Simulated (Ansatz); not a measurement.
Two isomers of C2H5FGe: A = `F[CH]1[CH2][GeH2]1`, B = `C=[C](F)[GeH3]`.

Isolated molecules relaxed with PBE0-D4/def2-TZVP in Ansatz; ΔE leaves out vibrations. CCSD(T)/CBS is the MP2 limit (def2-TZVPP, def2-QZVPP) plus CCSD(T) − MP2 in def2-TZVPP, frozen cores. Functionals use def2-TZVPP. For Ge outer-core shells are correlated without core-valence functions, which leaves a few kJ/mol of doubt a bond. Scalar relativity is left out up to krypton.

A:

Z-matrix (Å, degrees):
```
C
C 1 1.506
Ge 1 1.954 2 67.5
F 1 1.368 2 116.3 3 -116.1
H 1 1.087 2 116.5 3 110.5
H 2 1.085 1 118.2 3 -116.6
H 2 1.086 1 114.2 3 105.7
H 3 1.523 1 118.7 2 105.0
H 3 1.521 1 118.9 2 -97.9
```

B:

```xyz
9

C     0.165    1.594   -0.152
C     0.130    0.352   -0.603
F     0.325    0.118   -1.919
Ge   -0.184   -1.265    0.447
H     0.347    2.431   -0.816
H     0.009    1.788    0.900
H    -1.434   -1.981   -0.083
H     1.029   -2.197    0.320
H    -0.386   -0.840    1.907
```

Problem. Which is lower in electronic energy at CCSD(T)/CBS, and by how much? (Estimate.)

Solution. The calculation gave: B, by 13.9 kcal/mol.

Problem. Give E(B) − E(A) in kcal/mol with CCSD(T)/def2-SVP, ωB97M-V, PBE-D4, B2PLYP, LDA (SPW92), CCSD/def2-TZVPP, PBE0-D4. (Estimate.)

Solution. Computed: CCSD(T)/def2-SVP -17.4, ωB97M-V -14.9, PBE-D4 -12.4, B2PLYP -16.1, LDA (SPW92) -8.9, CCSD/def2-TZVPP -16.0, PBE0-D4 -12.2. None reverses the order clearly.

Problem. Does the order hold for the free energy at 298.15 K (harmonic terms from PBE0-D4)? (Best estimate.)

Solution. Computed: Yes: G(B) − G(A) = -16.4 kcal/mol.

Largest T1 diagnostic: 0.012.

Leaving LDA and LC-ωPBE aside and taking each functional with its dispersion term where it has one, the values, not all of them listed here, spread over 5.5 kcal/mol, from BLYP-D4 to HSE06-D4. LDA lies +3.5 kcal/mol from PBE without D4. At CCSD(T), def2-SVP lies −3.5 kcal/mol from the extrapolated value and def2-TZVPP −1.6 kcal/mol.
